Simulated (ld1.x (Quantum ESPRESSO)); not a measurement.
sulfur, TM: configuration errors across variants

ld1.x (Quantum ESPRESSO) 7.5 input, shortened:

```
&input
   title='S', zed=16., rel=0, dft='PBE', iswitch=3,
   config='[Ne] 3s2 3p2'
 /
 &inputp
   pseudotype=2, tm=.true., lloc=-2, rcloc=1.15,
   nlcc=.true., new_core_ps=.true.
 /
2
3S  1  0   2.00   0.00  1.30  1.30  0.0
3P  2  1   2.00   0.00  1.65  1.65  0.0
 &test
   configts(1)='3s2 3p2'
 /
```

All-electron excitation energies from the reference (eV): (1) 3s2 3p4 -34.078; (2) 3s2 3p3 -22.296; (3) 3s2 3p1 34.050; (4) 3s0 3p6 -13.599; (5) 3s1 3p4 -11.554; (6) 3s1 3p5 -23.895; (7) 3s2 3p4.3 -35.791.

The default core radius of the base comes out at 0.88 bohr.

1 further variants failed, have other tests or too few solved ones, and are left out.

A true bound ghost makes a file unfit for plane-wave use even where its test errors are small: the radial tests pick states by their node count and pass the ghost by.

Errors AE − PS in meV (a dash: test not solved or not reliable):

| change | (1) | (2) | (3) | (4) | (5) | (6) | (7) | bound ghosts |
| --- | --- | --- | --- | --- | --- | --- | --- | --- |
| base | +32 | +12 | +22 | +18 | +8.3 | +25 | +37 | none |
| type ultrasoft; waves now 3s (bound): rcut 1.15, rcutus 1.30 bohr; 3s channel at -2.1 Ry: rcut 1.15, rcutus 1.30 bohr; 3p (bound): rcut 1.45, rcutus 1.65 bohr; 3p channel at -1 Ry: rcut 1.45, rcutus 1.65 bohr; local potential all-electron potential smoothed inside 1.25 bohr (lloc = -1); augmentation built from norm-conserving waves at rcut, not smoothed further | +12 | +5.3 | +12 | +7.4 | +4.8 | +12 | +14 | none |
| wave 3p (bound): rc 1.65 bohr becomes 3p (bound): rc 1.58 bohr | +32 | +12 | +22 | +17 | +8.3 | +25 | +37 | none |
| local potential the s channel | +27 | +10 | +18 | +16 | +7.6 | +22 | +31 | none |
| core correction Bessel-smoothed model core inside 1.24 bohr | +32 | +12 | +24 | +18 | +8.4 | +25 | +37 | none |

Give the same row for: wave 3s (bound): rc 1.30 bohr becomes 3s (bound): rc 0.80 bohr.

+29, +11, +22, -161, -42, -32, +33; bound ghosts: s.
